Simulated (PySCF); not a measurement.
# Partial charges of 1-methylallyl acetate

Species: 1-methylallyl acetate, C₆H₁₀O₂.
Z-matrix (Å and degrees, GFN2-xTB geometry), rows numbered from 1:
```
C 
C   1  1.3187
C   2  1.4990  1  124.03
C   3  1.5287  2  111.09  1   112.19
O   3  1.4395  2  107.27  1  -127.98
C   5  1.3339  3  117.68  2   150.65
C   6  1.5078  5  110.51  3  -178.73
O   6  1.2026  5  124.39  3     0.67
H   1  1.0765  2  121.86  3  -178.68
H   1  1.0777  2  121.72  3     0.92
H   2  1.0806  1  121.44  3   179.45
H   3  1.0971  2  110.98  1    -9.98
H   4  1.0876  3  110.00  2    60.72
H   4  1.0873  3  109.87  2  -179.10
H   4  1.0864  3  109.52  2   -59.29
H   7  1.0855  6  109.63  5  -176.88
H   7  1.0870  6  109.68  5   -55.68
H   7  1.0876  6  109.11  5    62.69
```

Density: PBE0/pcSseg-1 (PySCF); schemes: Mulliken, IAO, Hirshfeld and ESP-fitted. One conformer (not necessarily the lowest) at the GFN2-xTB geometry, without solvent, vibrations or thermal averaging.

Q: Tabulate the Mulliken, IAO, Hirshfeld and ESP-fitted charges.

A: In e; atoms taken as equivalent share a row and are averaged (×n: the atom named and its like, n in all):

```
       atom                       environment  Mulliken     IAO  Hirshfeld  ESP-fitted
         C1              terminal =CH2 carbon    -0.130  -0.309     -0.094      -0.422
         C2                  alkene CH carbon    -0.169  -0.137     -0.044      -0.264
         C3        sp3 carbon bound to oxygen    -0.011  +0.082     +0.050      +0.600
         C4                     methyl carbon    -0.217  -0.430     -0.125      -0.622
         O5        ester single-bonded oxygen    -0.465  -0.352     -0.098      -0.540
         C6             ester carbonyl carbon    +0.378  +0.529     +0.218      +0.875
         C7  methyl carbon next to a carbonyl    -0.233  -0.476     -0.123      -0.645
         O8             ester carbonyl oxygen    -0.416  -0.471     -0.264      -0.586
         H9                  vinylic hydrogen    +0.121  +0.156     +0.050      +0.194
        H10                  vinylic hydrogen    +0.116  +0.149     +0.049      +0.180
        H11                  vinylic hydrogen    +0.109  +0.149     +0.046      +0.175
        H12                  methine hydrogen    +0.128  +0.149     +0.038      +0.019
H13/H14/H15                   methyl hydrogen    +0.122  +0.151     +0.043      +0.165
H16/H17/H18                   methyl hydrogen    +0.140  +0.170     +0.055      +0.181
```

Mean size of the charges over all atoms: ESP-fitted 0.342 e, IAO 0.242 e, Mulliken 0.182 e, Hirshfeld 0.083 e. Each set sums to the total charge, 0, to within 0.001 e. The ESP scheme is a least-squares fit of atom-centred charges to the potential on four shells outside the van der Waals surface, with the total charge fixed.

Lowest charge. The schemes don't all agree: Mulliken O5 (-0.465); IAO C7 (-0.476); Hirshfeld O8 (-0.264); ESP-fitted C7 (-0.645).

Highest charge. All schemes agree: Mulliken C6 (+0.378); IAO C6 (+0.529); Hirshfeld C6 (+0.218); ESP-fitted C6 (+0.875).

Q: How many electrons does the Mulliken scheme count on O5?

A: Z − q = 8 − (-0.465) = 8.465.

Q: How closely do the schemes follow one another over all atoms?

A: Correlation coefficient and root-mean-square difference: IAO with Hirshfeld 0.96, 0.182 e; IAO with ESP-fitted 0.95, 0.175 e; Mulliken with IAO 0.94, 0.104 e; Mulliken with Hirshfeld 0.93, 0.126 e; Hirshfeld with ESP-fitted 0.92, 0.321 e; Mulliken with ESP-fitted 0.87, 0.250 e.

Q: Sum the charges by element.

A: 
```
element  atoms  Mulliken     IAO  Hirshfeld  ESP-fitted
      C      6    -0.381  -0.742     -0.118      -0.478
      O      2    -0.881  -0.823     -0.362      -1.125
      H     10    +1.261  +1.565     +0.480      +1.604
```
